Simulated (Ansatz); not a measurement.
Calculated with Ansatz (gas phase, PBE0-D4/def2-TZVP geometries, no zero-point term in ΔE). CCSD(T)/CBS is the MP2 limit (def2-TZVPP, def2-QZVPP) plus CCSD(T) − MP2 in def2-TZVPP, frozen cores. This one scheme is used for every species. Functionals use def2-TZVPP. B3LYP here is the variant with VWN-RPA as its local correlation; programs differ in this. For Ge outer-core shells are correlated without core-valence functions, which leaves a few kJ/mol of doubt a bond. Scalar relativity is left out up to krypton. Each species was taken in one conformer, which may not be the lowest.

`[SiH3][GeH2][B](Cl)Cl` + H₂ → `Cl[B](Cl)[GeH3]` + SiH₄  (hydrogenolysis of a Ge–Si bond)

`[SiH3][GeH2][B](Cl)Cl`:

Cartesian coordinates in Å:
```
Si 0.106 1.442 -0.946
Ge -0.806 -0.568 -0.042
B 0.583 -1.355 1.259
Cl 1.827 -2.433 0.685
Cl 0.593 -0.888 2.939
H -0.854 2.069 -1.892
H 1.370 1.136 -1.665
H 0.397 2.396 0.156
H -1.097 -1.553 -1.187
H -2.118 -0.245 0.692
```

H₂:

```xyz
2

H    -0.246   -0.267   -0.087
H     0.246    0.267    0.087
```

`Cl[B](Cl)[GeH3]`:

Z-matrix (Å, degrees):
```
Ge
B 1 2.068
H 1 1.538 2 109.4
H 1 1.538 2 109.3 3 117.9
H 1 1.535 2 111.8 3 -121.1
Cl 2 1.743 1 119.8 3 -58.6
Cl 2 1.741 1 121.7 3 121.4
```

SiH₄:

Z-matrix (Å, degrees):
```
Si
H 1 1.485
H 1 1.485 2 109.5
H 1 1.485 2 109.5 3 -120.0
H 1 1.485 2 109.5 3 120.0
```

Question: Is it downhill or uphill in electronic energy at CCSD(T)/CBS, and by how much? (Best estimate.)

Answer: The calculation gave: Uphill: ΔE = +5.4 kJ/mol.

Question: What do these levels give: B3LYP-D4, ωB97M-V, B2PLYP, PBE, r2SCAN, PBE0, B3LYP, HF/def2-TZVPP, MP2/def2-TZVPP, HF/def2-QZVPP, MP2/def2-QZVPP, CCSD/CBS(def2)? (Estimate.)

Answer: The calculation gave: B3LYP-D4 2.8, ωB97M-V -0.2, B2PLYP -4.0, PBE 7.3, r2SCAN 6.6, PBE0 2.7, B3LYP -8.3, HF/def2-TZVPP -29.6, MP2/def2-TZVPP 5.9, HF/def2-QZVPP -30.4, MP2/def2-QZVPP 8.2, CCSD/CBS(def2) 0.0 kJ/mol.

Largest T1 diagnostic among the species: 0.013.

The D4 term adds +11.1 kJ/mol with B3LYP and +6.5 kJ/mol with PBE0; it sums over pairs of atoms, weighted by their polarisabilities, and B3LYP, whose exchange is more repulsive, gets the larger term. From PBE to PBE0 (25 % exact exchange), in def2-TZVPP and without D4, ΔE moves by −4.6 kJ/mol.
